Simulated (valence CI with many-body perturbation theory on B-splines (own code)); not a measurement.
Level structure of Er XXXVIII

Calculated by relativistic CI+MBPT: three valence electrons over a frozen Dirac-Fock core [Ar] 3d10, a basis of 11 s, 11 p, 10 d, 8 f, 5 g, 2 h functions for each j, with the one-electron correlation potential Σ1 (screened to all orders), the two-electron term Σ2, the three-electron term Σ3, Breit, model QED; selected single and double excitations, second order for the rest, scaled by the run's own slope (own B-spline code, finite nucleus).

The last digits are not significant, and no measured levels were compared; by estimate large intervals hold to a few tenths of a per cent, small ones and those within an open d or f shell to about a per cent.

Levels 46 to 90 of 195, with energies above the lowest level, (4s^2 4p1/2) J=1/2. "Leading %" is the weight of the configuration and term that name the level; weights of strongly mixed levels are sums over their largest components and can fall short. In the jj column 3d3/2^4 stands for four electrons in 3d with j = 3/2. Lifetimes count E1, E2, E3, M1 and M2 decay at the calculated energies, and are blank where another channel may lead or the interval is too uncertain; long ones can be off by a factor of two.

```csv
No.,Configuration,Term,J,E (eV),Leading %,Lifetime,Second component,Leading jj
46,4p2 4d,2G,7/2,417.90,42,12.8 ps,23 % 4p2 4d 2F,4p1/2 4p3/2 4d3/2 (81 %)
47,4p2 4d,4F,3/2,418.92,38,3.39 ps,29 % 4p2 4d 2P,4p1/2 4p3/2 4d3/2 (96 %)
48,4p2 4d,4D,1/2,419.56,82,3.42 ps,15 % 4p2 4d 2P,4p1/2 4p3/2 4d3/2 (99 %)
49,4p2 4d,4F,7/2,428.13,32,18.0 ps,31 % 4p2 4d 4D,4p1/2 4p3/2 4d5/2 (72 %)
50,4p2 4d,2F,5/2,429.06,24,1.79 ps,17 % 4p2 4d 2D,4p1/2 4p3/2 4d3/2 (55 %)
51,4p2 4d,2D,3/2,432.42,41,1.25 ps,22 % 4p2 4d 2P,4p1/2 4p3/2 4d3/2 (77 %)
52,4p2 4d,2G,9/2,432.93,48,16.1 ps,33 % 4p2 4d 4F,4p1/2 4p3/2 4d5/2 (81 %)
53,4s 4p 4f,4G,5/2,433.51,56,2.21 ps,11 % 4p2 4d 4F,4s 4p1/2 4f5/2 (69 %)
54,4p2 4d,4P,1/2,435.21,40,1.10 ps,28 % 4p2 4d 2P,4p1/2 4p3/2 4d3/2 (94 %)
55,4p2 4d,2F,7/2,436.31,26,4.34 ps,22 % 4s 4p 4f 2G,4s 4p1/2 4f7/2 (50 %)
56,4p2 4d,2F,5/2,437.20,21,3.07 ps,20 % 4p2 4d 4D,4p1/2 4p3/2 4d5/2 (60 %)
57,4s 4p 4f,4G,7/2,437.38,45,2.49 ps,12 % 4p2 4d 4F,4s 4p1/2 4f5/2 (64 %)
58,4p2 4d,2P,3/2,437.80,47,1.89 ps,38 % 4p2 4d 4P,4p1/2 4p3/2 4d5/2 (78 %)
59,4p2 4d,2D,5/2,439.74,48,2.10 ps,17 % 4p2 4d 4P,4p1/2 4p3/2 4d5/2 (76 %)
60,4s 4p 4f,4F,3/2,440.10,55,3.17 ps,26 % 4s 4p 4f 2D,4s 4p1/2 4f5/2 (88 %)
61,4s 4p 4f,4F,5/2,441.12,32,2.60 ps,28 % 4s 4p 4f 4D,4s 4p1/2 4f5/2 (51 %)
62,4s 4p 4f,4G,9/2,442.30,31,3.96 ps,25 % 4s 4p 4f 4F,4s 4p1/2 4f7/2 (77 %)
63,4s 4p 4f,4D,7/2,442.94,43,2.37 ps,16 % 4s 4p 4f 2F,4s 4p1/2 4f7/2 (74 %)
64,4p2 4d,2D,3/2,450.09,65,2.27 ps,13 % 4p2 4d 2P,4p1/2 4p3/2 4d5/2 (90 %)
65,4p2 4d,2P,1/2,450.90,62,2.02 ps,31 % 4p2 4d 2S,4p1/2 4p3/2 4d5/2 (93 %)
66,4s 4p 4f,2G,7/2,455.08,33,2.13 ps,26 % 4p2 4d 2G,4p1/2 4p3/2 4d5/2 (34 %)
67,4p2 4d,2F,5/2,459.22,19,1.27 ps,18 % 4s 4p 4f 2D,4p1/2 4p3/2 4d5/2 (34 %)
68,4s 4d2,4F,3/2,474.22,79,841 fs,12 % 4s 4d2 2D,4s 4d3/2^2 (87 %)
69,4s 4d2,4F,5/2,476.81,55,857 fs,16 % 4s 4d2 2D,4s 4d3/2^2 (70 %)
70,4s 4d2,4P,1/2,481.33,46,947 fs,14 % 4p2 4d 4P,4s 4d3/2^2 (68 %)
71,4p2 4d,2F,7/2,481.54,20,2.15 ps,17 % 4s 4p 4f 2F,4s 4d3/2 4d5/2 (31 %)
72,4s 4d2,4F,5/2,482.22,30,1.72 ps,10 % 4p2 4d 4D,4s 4d3/2 4d5/2 (44 %)
73,4p2 4d,4P,3/2,483.24,19,1.48 ps,17 % 4s 4d2 2D,4p3/2^2 4d3/2 (53 %)
74,4s 4d2,2G,9/2,484.08,30,2.64 ps,22 % 4p2 4d 4F,4s 4d3/2 4d5/2 (42 %)
75,4s 4d2,4F,7/2,485.02,59,1.27 ps,10 % 4s 4d2 2F,4s 4d3/2 4d5/2 (68 %)
76,4s 4d2,4P,1/2,485.80,36,1.32 ps,30 % 4p2 4d 2P,4s 4d3/2 4d5/2 (37 %)
77,4p2 4d,4D,7/2,487.03,29,7.99 ps,23 % 4p2 4d 2F,4p3/2^2 4d5/2 (56 %)
78,4s 4d2,4P,3/2,489.70,91,1.14 ps,,4s 4d3/2 4d5/2 (93 %)
79,4s 4d2,4P,5/2,490.69,60,1.10 ps,16 % 4s 4d2 2D,4s 4d3/2 4d5/2 (77 %)
80,4s 4d2,4F,9/2,492.38,38,4.54 ps,29 % 4s 4p 4f 4F,4s 4d5/2^2 (51 %)
81,4s 4d2,2G,7/2,494.71,49,1.69 ps,26 % 4s 4p 4f 2G,4s 4d3/2 4d5/2 (46 %)
82,4p2 4d,4F,9/2,495.50,24,2.14 ps,22 % 4p2 4d 2G,4p3/2^2 4d5/2 (46 %)
83,4p2 4d,2D,3/2,496.33,46,1.19 ps,14 % 4s 4p 4f 2D,4p3/2^2 4d3/2 (70 %)
84,4s 4p 4f,4G,11/2,497.04,100,3.91 ps,,4s 4p3/2 4f7/2 (100 %)
85,4s 4p 4f,4F,3/2,498.40,16,1.90 ps,13 % 4p2 4d 4P,4s 4p3/2 4f5/2 (37 %)
86,4s 4p 4f,4F,5/2,498.53,34,1.69 ps,25 % 4s 4p 4f 4D,4s 4p3/2 4f5/2 (72 %)
87,4s 4p 4f,4D,1/2,499.19,92,2.74 ps,,4s 4p3/2 4f5/2 (92 %)
88,4s 4p 4f,4D,3/2,499.32,60,2.26 ps,17 % 4s 4d2 2D,4s 4p3/2 4f5/2 (52 %)
89,4s 4p 4f,4F,7/2,499.41,39,1.54 ps,20 % 4s 4p 4f 4G,4s 4p3/2 4f5/2 (54 %)
90,4s 4p 4f,2F,5/2,499.63,29,1.69 ps,15 % 4s 4d2 2F,4s 4p3/2 4f7/2 (35 %)
```

Where two levels of one J and parity lie close, their mixing, g and order are uncertain.
